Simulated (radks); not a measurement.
Spherical quantum dot in the effective-mass picture: electrons in a parabolic well V = omega^2 r^2 / 2 with omega = 0.524, with a point charge +1 (a donor) at the centre, all in effective atomic units (hartree* = m*/eps^2 hartree, bohr* = eps/m* bohr), one dielectric constant everywhere. Method: non-relativistic Kohn-Sham, r2SCAN, spin-polarised, spherical densities, generalised Kohn-Sham scheme; computed with a radial shooting solver with Libxc functionals. Levels are named by radial order and angular momentum (1s, 1p, 1d, 2s, ...), and open shells are averaged over m. Results are scaled to m* = 0.044 and eps = 10.6, for which hartree* = 10.66 meV and bohr* = 12.75 nm.

N = 36, configuration 1s2 1p6 1d10 2s2 1f14 2p(up 2, down 0). This is the lowest configuration that the search found. Occupied levels:

level    occupation  eigenvalue (meV)  <r> (nm)
1s up             1            103.83     25.85
1s down           1            104.34     26.94
1p up             3            106.84     43.69
1p down           3            107.03     44.84
2s up             1            107.98     43.04
2s down           1            108.05     40.71
1d up             5            109.03     50.50
1d down           5            109.11     50.51
1f up             7            111.40     54.83
1f down           7            111.48     54.57
2p up             2            111.89     45.29

Energy (meV): total 2378.02, kinetic 166.93, external 729.66, Hartree 1606.2, exchange-correlation -124.72.
